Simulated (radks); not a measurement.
Results of a calculation; reference values are marked as such.
Valence configurations of Os II (all share [Xe]). Level of theory: Dirac Kohn-Sham, LDA (Slater exchange, Perdew-Wang correlation), spin-unpolarised, spherical densities, point nucleus; open shells fill j = l - 1/2 first (a radial shooting solver on a logarithmic mesh with Libxc functionals). Energies are relative to 4f14 5d6 6s1; eigenvalues in eV.

valence,E (eV),e(4f5/2),e(4f7/2),e(5d3/2),e(5d5/2),e(6p1/2)
4f14 5d6 6s1,0.000,-61.405,-58.596,-14.866,-13.777,-
4f14 5d7,0.043,-58.705,-55.897,-13.011,-11.992,-
4f14 5d5 6s2,0.864,-64.379,-61.569,-16.887,-15.724,-
4f14 5d6 6p1,5.458,-62.653,-59.844,-15.974,-14.867,-8.662
4f14 5d5 6s1 6p1,6.632,-65.626,-62.815,-17.978,-16.798,-9.290
4f13.5 5d6 6s1 6p0.5,26.910,-68.663,-65.803,-17.153,-15.951,-8.729
4f13.5 5d5.5 6s1 6p1,30.749,-70.847,-67.985,-18.763,-17.514,-9.371
4f13 5d7 6s1,49.286,-71.756,-68.844,-16.241,-15.018,-
4f13 5d6 6s1 6p1,57.120,-76.173,-73.260,-19.543,-18.226,-9.447
4f11.5 5d7.5 6s1 6p1,150.29,-92.751,-89.681,-21.862,-20.342,-9.641

NIST lists [Xe] 4f14 5d6 6s1 as the ground configuration; this level of theory agrees among the configurations tried. The energies are those of spherical spin-averaged densities, not of single terms.
